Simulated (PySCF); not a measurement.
`F[C@@H]1CCCC1(F)F`. Computed geometry: GFN2-xTB, gas phase.

```
atom  x, y, z in Å
F1     0.8251   -1.3553   -1.4607
C2     0.5271   -1.1452   -0.1377
C3    -0.9635   -0.8724    0.0234
C4    -1.0962    0.5912   -0.4035
C5     0.1345    1.2737    0.2039
C6     1.1886    0.1693    0.3352
F7     2.3259    0.4423   -0.3439
F8     1.5833    0.0210    1.6356
H9     0.9061   -2.0096    0.4158
H10   -1.2379   -1.0021    1.0702
H11   -1.5548   -1.5467   -0.5924
H12   -2.0258    1.0406   -0.0613
H13   -1.0572    0.6538   -1.4912
H14   -0.0765    1.6640    1.1995
H15    0.5169    2.0834   -0.4148
```

Problem. What is the repulsion energy of the bare nuclei, Σ ZA·ZB/RAB?

Solution. 427.69 Eh over 105 pairs, with full nuclear charges and distances in bohr; the largest single term is 21.13 Eh (C6 with F7).

Problem. Give the dihedral angles H15–C5–C6–F8, C3–C4–C5–C6, H15–C5–C6–F7, H14–C5–C6–F8, H9–C2–C6–C5, C3–C4–C5–H14.

Solution. H15–C5–C6–F8 117° (anticlinal); C3–C4–C5–C6 26° (synperiplanar); H15–C5–C6–F7 -1° (synperiplanar); H14–C5–C6–F8 -2° (synperiplanar); H9–C2–C6–C5 -147° (anticlinal); C3–C4–C5–H14 -91° (anticlinal). Dihedral signs follow IUPAC: positive where, seen along the central bond, the front bond turns clockwise onto the rear one.

Problem. How far apart are these pairs, which share no bond: C2···H12, C3···F8, C6···H10, F8···H9, H9···H14, H11···H15?

Solution. C2···H12 3.362 Å (3 bonds apart); C3···F8 3.144 Å (3 bonds apart); C6···H10 2.793 Å (3 bonds apart); F8···H9 2.464 Å (3 bonds apart); H9···H14 3.883 Å (4 bonds apart); H11···H15 4.183 Å (4 bonds apart).

Problem. Where is the centre of mass (commonest isotopes), and what is the radius of gyration?

Solution. Mass 124.050 u; centre at (0.668, -0.128, -0.023) Å; Rg = √(Σ m r²/M) = 1.725 Å. As Ia + Ib + Ic = 2 Σ m r², the three principal moments sum to 738.3 u·Å².

Problem. How far are the heavy atoms from their best plane (unweighted least squares)?

Solution. 0.654 Å rms; F1 0.42, C2 0.54, C3 0.70, C4 0.50, C5 0.60, C6 0.02, F7 0.83, F8 1.08 Å (magnitudes).

Problem. What are the angles C3–C2–C6, C2–C3–C4, C3–C4–H13, H12–C4–H13, C6–C5–H14, C2–C6–F7?

Solution. From the scalar product of the two bond vectors; for C3–C2–C6 it is -0.5513 Å² over 1.5239 × 1.5457 Å², cos θ = -0.2340. C3–C2–C6 103.5°; C2–C3–C4 103.1°; C3–C4–H13 109.3°; H12–C4–H13 108.7°; C6–C5–H14 108.2°; C2–C6–F7 112.2°.

Not checked by GFN2-xTB frequencies. The numbers are those of one conformer.
